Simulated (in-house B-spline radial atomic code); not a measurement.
## Ionising Bi3+ with different functionals

Computed with a radial B-spline atomic code at the basis-set limit: four-component Dirac-Coulomb Hamiltonian, Fermi nucleus of rms radius 5.5211 fm, spin-restricted, spherical fractional occupations for the functionals, and exact exchange of hybrids averaged over the configuration. The ionisation energy is the difference of two self-consistent energies, [Xe] 4f14 5d10 6s2 → [Xe] 4f14 5d10 6s1, without Breit or QED terms; ε is the level of the shell that loses the electron (mean over j).

```json
{"method": "B3LYP", "rung": "global hybrid", "ΔSCF (eV)": "45.26", "-ε(6s) (eV)": "40.97"}
{"method": "B97-1", "rung": "global hybrid", "ΔSCF (eV)": "?", "-ε(6s) (eV)": "?"}
{"method": "HSE06", "rung": "range-separated hybrid", "ΔSCF (eV)": "?", "-ε(6s) (eV)": "?"}
{"method": "LC-wPBE", "rung": "range-separated hybrid", "ΔSCF (eV)": "44.82", "-ε(6s) (eV)": "43.72"}
```

Task: What does B97-1 give?

Result: ΔSCF 44.94 eV, and -ε(6s) = 40.75 eV.

Task: What does HSE06 give?

Result: ΔSCF 44.94 eV, and -ε(6s) = 40.58 eV.

Task: Among the functionals, which spreads more, the ΔSCF values or the orbital energies?

Result: The orbital energies: ΔSCF values span about 0.45 eV and the orbital energies 3.14 eV; here energy differences depend much less on the functional than eigenvalues do.

Task: How do they compare with the NIST value?

Result: NIST lists 45.37 eV ± 0.06 (measured, ground level to ground level). Errors run from -0.55 to -0.11 eV; B3LYP is closest (-0.11 eV), but part of that can be cancellation, since the calculations leave out Breit-QED terms, spin polarisation.
